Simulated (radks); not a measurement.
The mean radii <r> (bohr) of the occupied orbitals of an atom or ion are listed with their occupations. Method: scalar-relativistic Kohn-Sham, MS2 meta-GGA, spin-polarised, spherical densities, finite nucleus; meta-GGA in the generalised Kohn-Sham scheme; Fermi nuclear charge, rms radius of each element as measured or else 0.836 A^(1/3) + 0.57 fm; computed with a radial shooting solver on a logarithmic mesh with Libxc functionals.

orbital  occ.      <r>
1s up       1  0.02273
1s down     1  0.02273
2s up       1  0.09693
2s down     1  0.09693
2p up       3  0.08547
2p down     3  0.08547
3s up       1   0.2546
3s down     1   0.2543
3p up       3   0.2532
3p down     3   0.2529
3d up       5   0.2312
3d down     5   0.2309
4s up       1   0.5789
4s down     1   0.5787
4p up       3   0.6130
4p down     3   0.6127
4d up       5   0.6707
4d down     5   0.6711
5s up       1    1.405
5s down     1    1.437
5p up       3    1.650
5p down     3    1.683
6s up       1    4.270
4f up       6   0.9922
6s down     1    4.557

Name the element and its charge. Open shells, if any, are filled with parallel spins first.

Answer. Z = 62, samarium, charge 0: Sm in [Xe] 4f6 6s2. The 1s radius gives Z: for a bare nucleus <r> = (2 gamma + 1)/(2Z) with gamma = sqrt(1 - (Z/c)^2), 0.02245 bohr for Z = 62, and screening makes it slightly larger (0.02273 here). The occupations add up to 62, and the charge is Z minus that.
